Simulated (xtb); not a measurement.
dichloro(silylmethyl)silane (CH₆Cl₂Si₂), SMILES Cl[SiH](Cl)C[SiH3]. All values are semi-empirical tight-binding results from xtb (GFN2-xTB unless named), good for trends rather than for accurate numbers. Coordinates come from a GFN2-xTB optimisation. Other conformers were not sampled.

Computed properties:
```yaml
point_group_as_xtb_finds_it: Cs
orbital_gap: 5.65 eV
dipole_moment: 2.18 D
zero_point_energy: 39.0 kcal/mol
G − E(el) at 298.15 K (modified RRHO): 17.3 kcal/mol
static polarisability (D4 model): 96.8 bohr³
solvation energy, GFN2-xTB/ALPB(water): -0.4 kcal/mol
solvation energy, GFN2-xTB/ALPB(chcl3): -5.0 kcal/mol
```
